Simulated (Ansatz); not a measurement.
`NB1C[SiH2]1`. Charge 0, multiplicity 1.

```xyz
10

N    -1.5705   -1.0441   -0.3257
B    -0.4091   -0.3323   -0.1376
C     0.1294    0.8355    0.7469
Si    1.4420    0.1681   -0.4615
H    -1.6545   -1.7860   -0.9997
H    -2.4130   -0.8686    0.1998
H    -0.2595    1.8397    0.5776
H     0.2857    0.6470    1.8094
H     1.8543    1.0806   -1.5562
H     2.5952   -0.5400    0.1471
```

Problem. Give the diagnostics of a CCSD(T)/def2-TZVPP run (frozen core, Ansatz). (An estimate is asked.)

Solution. Ansatz gave: T1 = 0.0133, largest single amplitude 0.030, largest double 0.038, (T) share of the correlation energy 4.1 %, 9 CCSD cycles. The RHF solution is stable towards an unrestricted one. T1 lies under the customary mark of 0.02 for closed shells.
